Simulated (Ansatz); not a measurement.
Reaction (cleavage of the Si–Sb bond): `Cl[SiH2][SbH2]` + `BN` → `BN[SiH2]Cl` + stibine

Gas-phase electronic energies from Ansatz, PBE0-D4/def2-TZVP geometries. CCSD(T)/CBS is the MP2 limit (def2-TZVPP, def2-QZVPP) plus CCSD(T) − MP2 in def2-TZVPP, frozen cores. This one scheme is used for every species. DFT in def2-TZVPP. B3LYP here is the variant with VWN-RPA as its local correlation; programs differ in this. HSE06 is defined as in plane-wave codes. def2 core potentials past Kr. For Sb outer-core shells are correlated without core-valence functions, which leaves a few kJ/mol of doubt a bond. Each species was taken in one conformer, which may not be the lowest.

| level | ΔE (kJ/mol) | difference from CCSD(T)/CBS |
| --- | --- | --- |
| LDA (SPW92) | -8.8 | 7.8 |
| PBE-D4 | -3.1 | 13.5 |
| revPBE-D4 | -6.9 | 9.7 |
| BLYP-D4 | -14.6 | 2.0 |
| r2SCAN-D4 | -15.0 | 1.6 |
| B97M-V | -26.0 | -9.4 |
| B3LYP-D4 | -17.2 | -0.6 |
| r2SCANh-D4 | -15.4 | 1.2 |
| r2SCAN0-D4 | -16.3 | 0.3 |
| HSE06-D4 | -7.5 | 9.1 |
| BHLYP-D4 | -22.2 | -5.6 |
| CAM-B3LYP-D4 | -24.5 | -7.9 |
| ωB97X-V | -20.8 | -4.2 |
| ωB97M-V | -21.4 | -4.8 |
| B2PLYP | -20.8 | -4.2 |
| PBE | -3.4 | 13.2 |
| revPBE | -2.0 | 14.6 |
| BLYP | -14.3 | 2.3 |
| r2SCAN | -14.8 | 1.8 |
| PBE0 | -8.5 | 8.1 |
| B3LYP | -18.1 | -1.5 |
| r2SCANh | -15.4 | 1.2 |
| r2SCAN0 | -16.3 | 0.3 |
| CAM-B3LYP | -25.3 | -8.7 |
| LC-ωPBE | -17.1 | -0.5 |
| RPA@PBE/def2-TZVPP | -26.8 | -10.2 |
| HF/def2-SVP | -31.1 | -14.5 |
| MP2/def2-SVP | -22.0 | -5.4 |
| CCSD/def2-SVP | -22.7 | -6.1 |
| CCSD(T)/def2-SVP | -21.5 | -4.9 |
| HF/def2-TZVPP | -36.1 | -19.5 |
| MP2/def2-TZVPP | -21.0 | -4.4 |
| SCS-MP2/def2-TZVPP | -25.9 | -9.3 |
| CCSD/def2-TZVPP | -26.2 | -9.6 |
| CCSD(T)/def2-TZVPP | -24.1 | -7.5 |
| HF/def2-QZVPP | -36.7 | -20.1 |
| MP2/def2-QZVPP | -17.0 | -0.4 |
| SCS-MP2/def2-QZVPP | -22.2 | -5.6 |
| HF/CBS(def2) | -36.8 | -20.2 |
| CCSD/CBS(def2) | -18.7 | -2.1 |
| CCSD(T)/CBS | -16.6 | 0 |

Question: What do rigid-rotor, harmonic-oscillator terms from PBE0-D4/def2-TZVP frequencies (298.15 K, 1 bar) make of the CCSD(T)/CBS value? (Best estimate.)

Answer: Ansatz gave: ΔZPE = -9.1 kJ/mol, ΔH = -26.3 kJ/mol, ΔS = -10 J/(mol·K), ΔG = -23.2 kJ/mol.

Largest T1 diagnostic among the species: 0.014.

From BLYP to BHLYP (50 % exact exchange), in def2-TZVPP and without D4, ΔE moves by −11.6 kJ/mol. At CCSD(T), def2-SVP lies −4.9 kJ/mol from the extrapolated value and def2-TZVPP −7.5 kJ/mol.
